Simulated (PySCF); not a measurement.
## Nuclear quadrupole coupling in `Cl[SiH]1OCCCO1`

Species: C3H7ClO2Si.
Geometry (PBE0-D3(BJ)/def2-SVP, Å), atoms numbered from 1 in this order:
```
atom  x, y, z in Å
Cl1    7.6236    1.6623    4.8095
Si2    6.8329    1.7612    2.9035
O3     6.0261    0.3586    2.5821
C4     4.6936    0.2094    3.0439
C5     3.8424    1.4317    2.7259
C6     4.4063    2.7145    3.3223
O7     5.7196    2.9781    2.8569
H8     7.9132    1.9866    1.9304
H9     4.6986    0.0208    4.1346
H10    4.2755   -0.6868    2.5606
H11    2.8193    1.2717    3.1039
H12    3.7726    1.5465    1.6312
H13    4.4092    2.6534    4.4276
H14    3.7794    3.5759    3.0458
```

Field gradients from the PBE0/pcSseg-1 density (PySCF, non-relativistic), principal values in atomic units, ordered |Vxx| ≤ |Vyy| ≤ |Vzz|:

```csv
atom,Vxx,Vyy,Vzz
Cl1,-0.9761,-1.0477,2.0238
O3,-0.4405,-1.2333,1.6738
O7,-0.4331,-1.2391,1.6722
```

Find the asymmetry η = (Vxx − Vyy)/Vzz and the couplings χ = eQV/h (234.96 MHz × Q in barn × V in au), with Q(35Cl) = −0.0817 b, Q(17O) = −0.0256 b.

```
atom             environment  nucleus     η  χzz (MHz)  χxx (MHz)  χyy (MHz)
 Cl1  silicon-bound chlorine     35Cl  0.04     -38.85      18.74      20.11
  O3      silyl ether oxygen      17O  0.47     -10.07       2.65       7.42
  O7      silyl ether oxygen      17O  0.48     -10.06       2.61       7.45
```

The gradient is axial or nearly so (η below 0.05) at Cl1. 

What is Vzz at O7 in SI units (1 au = 9.71736 × 10²¹ V/m²)?

1.6722 au = 16.249 × 10²¹ V/m².

And the gradient at the other heavy atoms, for which no coupling is worked out here?

```json
{"atom": "Si2", "environment": "chlorine-bound silicon", "Vzz (au)": "-0.607", "η": "0.22"}
{"atom": "C4", "environment": "sp3 carbon bound to oxygen", "Vzz (au)": "0.420", "η": "0.18"}
{"atom": "C5", "environment": "ring CH2 carbon", "Vzz (au)": "-0.036", "η": "0.08"}
{"atom": "C6", "environment": "sp3 carbon bound to oxygen", "Vzz (au)": "0.418", "η": "0.18"}
```

Were the hydrogens deuterons (Q(2H) = 0.00286 b), χzz would run from 99 kHz (H8) to 192 kHz (H11).

One conformer (not necessarily the lowest) at the PBE0-D3(BJ)/def2-SVP geometry, without solvent, vibrations or thermal averaging. The basis is small and wasn't made for field gradients, so the couplings can be 20 % off.
